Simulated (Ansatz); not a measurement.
Basis-set extrapolation for CH₈AlBOSi (PBE0-D4/def2-TZVP geometry, frozen core, the Gaussian-basis code of Ansatz). Multiplicity 1, RHF reference.

```csv
,def2-TZVPP,def2-QZVPP
HF,-673.017046,-673.039924
MP2 correlation,-0.749284,-0.801694
CCSD(T) correlation,-0.834696,not run
```

Energies in hartree. Use E(X) = E(∞) + A·exp(−7.88·√X) for Hartree–Fock and E(X) = E(∞) + B·X^(−2.97) for correlation, with X = 3 and 4, and add CCSD(T) minus MP2 of the smaller set to the MP2 limit.

Task: What is the CCSD(T) energy at the basis-set limit?

Result: HF limit: -673.039924 + (-0.022878) × 0.13774 = -673.04308. MP2 limit: -0.801694 + (-0.052410) × 0.74074 = -0.84052. Higher-order term: -0.834696 − (-0.749284) = -0.08541. Total: -673.96901 hartree, 307.9 kJ/mol below CCSD(T)/def2-TZVPP.
